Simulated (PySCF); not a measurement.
Computed shifts of a molecule C₂H₄F₂Si, PySCF with PBE/pcSseg-1, GIAO, gas phase, atoms alike by connectivity averaged where their shifts nearly agree, in ppm (number of nuclei): ¹³C: 177.3 (1), 115.7 (1). ¹⁹F: -116.6 (1), -258.2 (1). ²⁹Si: -16.3 (1). ¹H: 6.04 (1), 5.75 (1), 5.60 (2). References: ¹³C against TMS (σ = 182.0 ppm); ¹⁹F against CFCl3 (σ = 133.6 ppm); ²⁹Si against TMS (σ = 335.4 ppm); ¹H against TMS (σ = 31.49 ppm), references at their B3LYP-D3(BJ)/def2-TZVP geometries, non-relativistic. Coordinates come from a TPSSh-D3(BJ)/def2-SVP optimisation. Other conformers were not sampled.

Problem. Which structure fits?
A. C=C[SiH](F)F
B. FC(F)=C[SiH3]
C. C=C(F)[SiH2]F
D. F/C=C(/F)[SiH3]

Solution. C, C=C(F)[SiH2]F
